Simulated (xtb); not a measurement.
AlCl₂, doublet, at a GFN2-xTB geometry (such geometries of metal compounds can be far from the true shape).

xtb was given this input:
```
$ xtb mol.xyz --gfn 1 --uhf 1 --gbsa toluene --json

# file mol.xyz
3

Al     0.00160221     0.63542259     0.02351302
Cl     1.85128917    -0.24859337     0.01717242
Cl    -1.85251440    -0.23731802    -0.03515296
```

Question: What does this run give for the dipole moment, total energy?

Answer: 
* **dipole moment**: 2.63 D
* **total energy**: -9.9036 Eh
